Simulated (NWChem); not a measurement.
System: SeCl₂; SMILES Cl[Se]Cl

Input file for NWChem:

```
start job
memory heap 200 mb stack 900 mb global 1100 mb
geometry units angstroms
  Se     0.034495    -0.031041     0.648036
  Cl     1.027911     1.275101    -0.718990
  Cl    -1.104741    -1.205972    -0.724299
end
basis spherical
  Se library def2-svp
  Cl library def2-svp
end
dft
  xc hfexch
  iterations 150
end
driver
  maxiter 150
  loose
end
task dft optimize
```

Excerpt of the output:

```
             Northwest Computational Chemistry Package (NWChem) 7.3.0
             --------------------------------------------------------

 C2V symmetry detected

                             Geometry "geometry" -> ""
                             -------------------------

 Output coordinates in angstroms (scale by  1.889725989 to convert to a.u.)

  No.       Tag          Charge          X              Y              Z
 ---- ---------------- ---------- -------------- -------------- --------------
    1 Se                  34.0000     0.00000000     0.00000000     0.68659388
    2 Cl                  17.0000    -1.63584504     0.00000000    -0.68659388
    3 Cl                  17.0000     1.63584504     0.00000000    -0.68659388

 Effective nuclear repulsion energy (a.u.)     333.1611095154

      Symmetry information
      --------------------

 Group name             C2v
 Group number             16
 Group order               4
 No. of unique centers     2

                                Z-matrix (autoz)
                                --------

 Units are Angstrom for bonds and degrees for angles

      Type          Name      I     J     K     L     M      Value
      ----------- --------  ----- ----- ----- ----- ----- ----------
    1 Stretch                  1     2                       2.13580
    2 Stretch                  1     3                       2.13580
    3 Bend                     2     1     3                99.97736

  xc_inp: hfexch multiplicative factor not found.

                           NWChem Geometry Optimization
                           ----------------------------

 maximum gradient threshold         (gmax) =   0.004500
 rms gradient threshold             (grms) =   0.003000
 maximum cartesian step threshold   (xmax) =   0.018000
 rms cartesian step threshold       (xrms) =   0.012000
 fixed trust radius                (trust) =   0.300000
 source of zmatrix                         =   autoz

          -------------------
          Energy Minimization
          -------------------

 Using diagonal initial Hessian
 Scaling for Hessian diagonals: bonds = 1.00  angles = 0.25  torsions = 0.10

          --------
          Step   0

                                 NWChem DFT Module
                                 -----------------

 Summary of "ao basis" -> "ao basis" (spherical)
 ------------------------------------------------------------------------------
       Tag                 Description            Shells   Functions and Types
 ---------------- ------------------------------  ------  ---------------------
 Se                         def2-svp                12       32   5s4p3d
 Cl                         def2-svp                 8       18   4s3p1d

      Symmetry analysis of basis
      --------------------------

        a1         28
        a2          8
        b1         20
        b2         12

            General Information
            -------------------
          SCF calculation type: DFT
          Wavefunction type:  closed shell.
          No. of atoms     :     3
          No. of electrons :    68
           Alpha electrons :    34
            Beta electrons :    34
          Charge           :     0
          Spin multiplicity:     1
          Use of symmetry is: on ; symmetry adaption is: on
          Maximum number of iterations: 150
          AO basis - number of functions:    68
                     number of shells:    28
          Convergence on energy requested:  1.00D-06
          Convergence on density requested:  1.00D-05
          Convergence on gradient requested:  5.00D-04

              XC Information
              --------------
                     Hartree-Fock (Exact) Exchange  1.000

      Superposition of Atomic Density Guess
      -------------------------------------

 Sum of atomic energies:       -3318.15882364

      Non-variational initial energy
      ------------------------------

 Total energy =   -3318.506888
 1-e energy   =   -5278.730207
 2-e energy   =    1627.062210
 HOMO         =      -0.212952
 LUMO         =      -0.025312

      Symmetry analysis of molecular orbitals - initial
      -------------------------------------------------

  Numbering of irreducible representations:

     1 a1          2 a2          3 b1          4 b2

  Orbital symmetries:

     1 a1          2 b1          3 a1          4 a1          5 b1
     6 a1          7 b2          8 b1          9 a1         10 a1
    11 a1         12 b1         13 b2         14 b1         15 a1
    16 a2         17 b1         18 a1         19 b2         20 b1
    21 a1         22 a2         23 a1         24 b2         25 a1
    26 b1         27 a1         28 b1         29 a1         30 b2
    31 a2         32 b1         33 a1         34 b2         35 a1
    36 b1         37 a1         38 b1         39 a1         40 a2
    41 b2         42 a1         43 a1         44 b1

   convergence    iter        energy       DeltaE   RMS-Dens  Diis-err
 ---------------- ----- ----------------- --------- --------- ---------
 d= 0,ls=0.0,diis     1  -3318.2033609163 -3.65D+03  8.69D-03  2.22D-01
 d= 0,ls=0.0,diis     2  -3318.2312207395 -2.79D-02  3.00D-03  7.23D-02
 d= 0,ls=0.0,diis     3  -3318.2393993297 -8.18D-03  5.63D-04  1.53D-03
 d= 0,ls=0.0,diis     4  -3318.2397034321 -3.04D-04  3.24D-04  1.78D-04
 d= 0,ls=0.0,diis     5  -3318.2397668334 -6.34D-05  1.24D-04  1.00D-05
  Resetting Diis
 d= 0,ls=0.0,diis     6  -3318.2397728104 -5.98D-06  3.95D-05  9.51D-07
 d= 0,ls=0.0,diis     7  -3318.2397733422 -5.32D-07  6.15D-06  8.02D-08

         Total DFT energy =    -3318.239773342226
      One electron energy =    -5276.597449212231
           Coulomb energy =     1765.864682415290
    Exchange-Corr. energy =     -140.668116060719
 Nuclear repulsion energy =      333.161109515434

 Numeric. integr. density =        0.000000000000

                  Occupations of the irreducible representations
                  ----------------------------------------------

                     irrep           alpha         beta
                     --------     --------     --------
                     a1               15.0         15.0
                     a2                3.0          3.0
                     b1               10.0         10.0
                     b2                6.0          6.0

                       DFT Final Molecular Orbital Analysis
                       ------------------------------------

 Vector   32  Occ=2.000000D+00  E=-4.673946D-01  Symmetry=b1
              MO Center= -1.1D-14,  4.6D-16, -6.4D-01, r^2= 3.9D+00
   Bfn.  Coefficient  Atom+Function         Bfn.  Coefficient  Atom+Function
  ----- ------------  ---------------      ----- ------------  ---------------
    43      0.397248  2 Cl px                61      0.397248  3 Cl px
    40      0.286126  2 Cl px                58      0.286126  3 Cl px
    45     -0.264169  2 Cl pz                63      0.264169  3 Cl pz
    42     -0.189914  2 Cl pz                60      0.189914  3 Cl pz
    37      0.165273  2 Cl px                55      0.165273  3 Cl px

 Vector   33  Occ=2.000000D+00  E=-4.664630D-01  Symmetry=a1
              MO Center= -1.1D-15,  2.4D-17, -2.5D-01, r^2= 3.8D+00
   Bfn.  Coefficient  Atom+Function         Bfn.  Coefficient  Atom+Function
  ----- ------------  ---------------      ----- ------------  ---------------
    45      0.425595  2 Cl pz                63      0.425595  3 Cl pz
    42      0.293859  2 Cl pz                60      0.293859  3 Cl pz
    14     -0.247584  1 Se pz                 4     -0.238838  1 Se s
     5     -0.195896  1 Se s                 17     -0.186906  1 Se pz
    39      0.171301  2 Cl pz                57      0.171301  3 Cl pz

 Vector   34  Occ=2.000000D+00  E=-3.585298D-01  Symmetry=b2
              MO Center= -8.6D-16,  1.2D-17,  2.9D-01, r^2= 2.9D+00
   Bfn.  Coefficient  Atom+Function         Bfn.  Coefficient  Atom+Function
  ----- ------------  ---------------      ----- ------------  ---------------
    16      0.554726  1 Se py                13      0.485224  1 Se py
    44     -0.322027  2 Cl py                62     -0.322027  3 Cl py
    10     -0.292979  1 Se py                41     -0.202962  2 Cl py
    59     -0.202962  3 Cl py                38     -0.116078  2 Cl py
    56     -0.116078  3 Cl py                 7      0.094320  1 Se py

 Vector   35  Occ=0.000000D+00  E= 5.933444D-02  Symmetry=a1
              MO Center=  5.7D-13,  6.2D-18,  1.1D-01, r^2= 3.4D+00
   Bfn.  Coefficient  Atom+Function         Bfn.  Coefficient  Atom+Function
  ----- ------------  ---------------      ----- ------------  ---------------
    17      0.817234  1 Se pz                43      0.493491  2 Cl px
    61     -0.493491  3 Cl px                 4     -0.453999  1 Se s
    14      0.361819  1 Se pz                36      0.300127  2 Cl s
    54      0.300127  3 Cl s                  5     -0.287588  1 Se s
     3      0.254629  1 Se s                 45      0.236558  2 Cl pz

 Vector   36  Occ=0.000000D+00  E= 6.027189D-02  Symmetry=b1
              MO Center= -5.8D-13, -2.3D-14,  4.7D-01, r^2= 3.2D+00
   Bfn.  Coefficient  Atom+Function         Bfn.  Coefficient  Atom+Function
  ----- ------------  ---------------      ----- ------------  ---------------
    15      0.934544  1 Se px                45      0.406025  2 Cl pz
    63     -0.406025  3 Cl pz                12      0.387728  1 Se px
    36      0.284003  2 Cl s                 54     -0.284003  3 Cl s
    43      0.276498  2 Cl px                61      0.276498  3 Cl px
     9     -0.258139  1 Se px                42      0.159788  2 Cl pz

 Vector   37  Occ=0.000000D+00  E= 3.915850D-01  Symmetry=a1
              MO Center=  2.3D-14,  1.4D-17,  5.7D-01, r^2= 3.1D+00
   Bfn.  Coefficient  Atom+Function         Bfn.  Coefficient  Atom+Function
  ----- ------------  ---------------      ----- ------------  ---------------
     5      2.284028  1 Se s                  4     -1.979993  1 Se s
     3      0.476018  1 Se s                 17     -0.391923  1 Se pz
    32     -0.240854  1 Se d  2              35     -0.240849  2 Cl s
    53     -0.240849  3 Cl s                 43     -0.238576  2 Cl px
    61      0.238576  3 Cl px                36     -0.229426  2 Cl s

     Multipole analysis of the density
     ---------------------------------

     L   x y z        total         alpha         beta         nuclear
     -   - - -        -----         -----         ----         -------
     0   0 0 0     -0.000000    -34.000000    -34.000000     68.000000

     1   1 0 0      0.000000      0.000000      0.000000      0.000000
     1   0 1 0      0.000000      0.000000      0.000000      0.000000
     1   0 0 1      0.533795      0.266898      0.266898      0.000000

     2   2 0 0    -32.113732   -178.511056   -178.511056    324.908379
     2   1 1 0      0.000000      0.000000      0.000000      0.000000
     2   1 0 1      0.000000      0.000000      0.000000      0.000000
     2   0 2 0    -33.281813    -16.640907    -16.640907      0.000000
     2   0 1 1     -0.000000     -0.000000     -0.000000      0.000000
     2   0 0 2    -30.599996    -72.536943    -72.536943    114.473890

            General Information
            -------------------
          SCF calculation type: DFT
          Wavefunction type:  closed shell.
          No. of atoms     :     3
          No. of electrons :    68
           Alpha electrons :    34
            Beta electrons :    34
          Charge           :     0
          Spin multiplicity:     1
          Use of symmetry is: on ; symmetry adaption is: on
          Maximum number of iterations: 150
          AO basis - number of functions:    68
                     number of shells:    28
          Convergence on energy requested:  1.00D-06
          Convergence on density requested:  1.00D-05
          Convergence on gradient requested:  5.00D-04

              XC Information
              --------------
                     Hartree-Fock (Exact) Exchange  1.000

   convergence    iter        energy       DeltaE   RMS-Dens  Diis-err
 ---------------- ----- ----------------- --------- --------- ---------
 d= 0,ls=0.0,diis     1  -3318.2402503964 -3.65D+03  4.32D-04  9.70D-04
 d= 0,ls=0.0,diis     2  -3318.2403840773 -1.34D-04  1.80D-04  4.63D-05
 d= 0,ls=0.0,diis     3  -3318.2403983023 -1.42D-05  5.82D-05  7.58D-06
 d= 0,ls=0.0,diis     4  -3318.2404007039 -2.40D-06  3.14D-05  1.19D-06
 d= 0,ls=0.0,diis     5  -3318.2404012170 -5.13D-07  1.45D-05  1.86D-07
 d= 0,ls=0.0,diis     6  -3318.2404013139 -9.69D-08  5.67D-06  1.84D-08

[...]

      ----------------------
      Optimization converged
      ----------------------

  Step       Energy      Delta E   Gmax     Grms     Xrms     Xmax
  ---- ---------------- -------- -------- -------- -------- --------
@    2   -3318.24055230 -3.0D-05  0.00004  0.00003  0.00908  0.01715
                                     ok       ok       ok       ok

                                Z-matrix (autoz)
                                --------

 Units are Angstrom for bonds and degrees for angles

      Type          Name      I     J     K     L     M      Value     Gradient
      ----------- --------  ----- ----- ----- ----- ----- ---------- ----------
    1 Stretch                  1     2                       2.16845    0.00004
    2 Stretch                  1     3                       2.16845    0.00004
    3 Bend                     2     1     3               100.48096    0.00003

                         Geometry "geometry" -> "geometry"
                         ---------------------------------

 Output coordinates in angstroms (scale by  1.889725989 to convert to a.u.)

  No.       Tag          Charge          X              Y              Z
 ---- ---------------- ---------- -------------- -------------- --------------
    1 Se                  34.0000     0.00000000     0.00000000     0.69571246
    2 Cl                  17.0000    -1.66696122     0.00000000    -0.69115317
    3 Cl                  17.0000     1.66696122     0.00000000    -0.69115317

 Effective nuclear repulsion energy (a.u.)     327.9763638868

      Symmetry information
      --------------------

 Group name             C2v
 Group number             16
 Group order               4
 No. of unique centers     2

                Final and change from initial internal coordinates
                --------------------------------------------------

                                Z-matrix (autoz)
                                --------

 Units are Angstrom for bonds and degrees for angles

      Type          Name      I     J     K     L     M      Value       Change
      ----------- --------  ----- ----- ----- ----- ----- ---------- ----------
    1 Stretch                  1     2                       2.16845    0.03265
    2 Stretch                  1     3                       2.16845    0.03265
    3 Bend                     2     1     3               100.48096    0.50360

 ==============================================================================
                                internuclear distances
 ------------------------------------------------------------------------------
       center one      |      center two      | atomic units |  angstroms
 ------------------------------------------------------------------------------
    2 Cl               |   1 Se               |     4.09777  |     2.16845
    3 Cl               |   1 Se               |     4.09777  |     2.16845
 ------------------------------------------------------------------------------
                         number of included internuclear distances:          2
 ==============================================================================
```

Level: Hartree-Fock/def2-SVP.
